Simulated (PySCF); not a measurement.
HKO (SMILES [OH][K]), singlet, at a GFN2-xTB geometry (such geometries of metal compounds can be far from the true shape); PBE0/def2-SV(P) (PySCF).

Input for PySCF:
```python
from pyscf import gto, scf, dft

mol = gto.M(
    atom='''
K    -0.515992   -0.253325   -0.435053
O     1.047786    0.444316    0.880931
H     1.421565    1.258641    1.218564
''',
    basis='def2-sv(p)',
    charge=0,
    spin=0,
    verbose=4,
)

mf = dft.RKS(mol)
mf.xc = 'pbe0'
mf.conv_tol = 1e-12
mf.kernel()
```

It wrote (shortened):

```
PySCF version 2.14.0

[INPUT] verbose = 4
[INPUT] num. atoms = 3
[INPUT] num. electrons = 28
[INPUT] charge = 0
[INPUT] spin (= nelec alpha-beta = 2S) = 0
[INPUT] symmetry False subgroup None
[INPUT] Mole.unit = angstrom
[INPUT] Symbol           X                Y                Z      unit          X                Y                Z       unit  Magmom
[INPUT]  1 K     -0.515992000000  -0.253325000000  -0.435053000000 AA   -0.975083562467  -0.478714870505  -0.822131019670 Bohr   0.0
[INPUT]  2 O      1.047786000000   0.444316000000   0.880931000000 AA    1.980028577154   0.839635552762   1.664718324639 Bohr   0.0
[INPUT]  3 H      1.421565000000   1.258641000000   1.218564000000 AA    2.686368518267   2.378486779149   2.302752225254 Bohr   0.0

nuclear repulsion = 45.0605955868362
number of shells = 18
number of NR pGTOs = 79
number of NR cGTOs = 40
basis = def2-sv(p)
ecp = {}

******** <class 'pyscf.dft.rks.RKS'> ********
method = RKS
initial guess = minao
damping factor = 0
level_shift factor = 0
DIIS = <class 'pyscf.scf.diis.CDIIS'>
diis_start_cycle = 1
diis_space = 8
diis_damp = 0
SCF conv_tol = 1e-12
SCF conv_tol_grad = None
SCF max_cycles = 50
direct_scf = True
direct_scf_tol = 1e-13
XC library pyscf.dft.libxc version 7.1.2
    S. Lehtola, C. Steigemann, M. J. T. Oliveira, and M. A. L. Marques,  SoftwareX 7, 1–5 (2018)
XC functionals = pbe0
    C. Adamo and V. Barone,  J. Chem. Phys. 110, 6158 (1999)
    M. Ernzerhof and G. E. Scuseria,  J. Chem. Phys. 110, 5029 (1999)
radial grids:
    Treutler-Ahlrichs [JCP 102, 346 (1995); DOI:10.1063/1.469408] (M4) radial grids

becke partition: Becke, JCP 88, 2547 (1988); DOI:10.1063/1.454033
pruning grids: <function nwchem_prune>
grids dens level: 3
symmetrized grids: False
atomic radii adjust function: <function treutler_atomic_radii_adjust>
small_rho_cutoff = 0
Set gradient conv threshold to 1e-06
Initial guess from minao.
tot grids = 43936
init E= -675.180472949564
  HOMO = -0.439558633803742  LUMO = -0.0788184254881039  gap/eV = 9.81624
cycle= 1 E= -675.137134744947  delta_E= 0.0433  |g|=    1  |ddm|= 1.63
  HOMO = 0.0352951124081001  LUMO = 0.0374220597126198  gap/eV = 0.05788
cycle= 2 E= -670.437962497669  delta_E=  4.7  |g|= 2.85  |ddm|=   12
  HOMO = -0.370159696333147  LUMO = -0.0523912541357259  gap/eV = 8.64692
cycle= 3 E= -675.282220608861  delta_E= -4.84  |g|= 0.509  |ddm|=   12
  HOMO = -0.184714726318339  LUMO = -0.0377327059893338  gap/eV = 3.99958
cycle= 4 E= -675.344136825307  delta_E= -0.0619  |g|= 0.135  |ddm|= 0.461
  HOMO = -0.155664535013314  LUMO = -0.0327232312025894  gap/eV = 3.34540
cycle= 5 E= -675.348557088361  delta_E= -0.00442  |g|= 0.00966  |ddm|= 0.186
  HOMO = -0.159603460923754  LUMO = -0.0333581664928637  gap/eV = 3.43531
cycle= 6 E= -675.348576728965  delta_E= -1.96e-05  |g|= 0.00513  |ddm|= 0.0125
  HOMO = -0.160613236345938  LUMO = -0.0336089199701624  gap/eV = 3.45596
cycle= 7 E= -675.348581892358  delta_E= -5.16e-06  |g|= 0.00138  |ddm|= 0.00344
  HOMO = -0.160960711592818  LUMO = -0.033680244407015  gap/eV = 3.46348
cycle= 8 E= -675.348582317939  delta_E= -4.26e-07  |g|= 0.000294  |ddm|= 0.00125
  HOMO = -0.161049931564356  LUMO = -0.0336944118707865  gap/eV = 3.46552
cycle= 9 E= -675.348582337852  delta_E= -1.99e-08  |g|= 3.37e-05  |ddm|= 0.000327
  HOMO = -0.161044751211462  LUMO = -0.0336938812621819  gap/eV = 3.46539
cycle= 10 E= -675.3485823381  delta_E= -2.48e-10  |g|= 7.23e-06  |ddm|= 3.2e-05
  HOMO = -0.161042758521734  LUMO = -0.0336937133518718  gap/eV = 3.46534
cycle= 11 E= -675.348582338114  delta_E= -1.47e-11  |g|= 4.36e-07  |ddm|= 1.37e-05
  HOMO = -0.161042741781682  LUMO = -0.0336936778900854  gap/eV = 3.46534
cycle= 12 E= -675.348582338116  delta_E= -1.48e-12  |g|= 6.3e-08  |ddm|= 2.4e-06
  HOMO = -0.161042719020577  LUMO = -0.0336936873102363  gap/eV = 3.46534
cycle= 13 E= -675.348582338116  delta_E= -3.41e-13  |g|= 8.83e-09  |ddm|= 3.6e-07
  HOMO = -0.161042723670788  LUMO = -0.0336936885839827  gap/eV = 3.46534
Extra cycle  E= -675.348582338116  delta_E= -1.14e-13  |g|= 1.27e-08  |ddm|= 2.89e-08
converged SCF energy = -675.348582338116
```
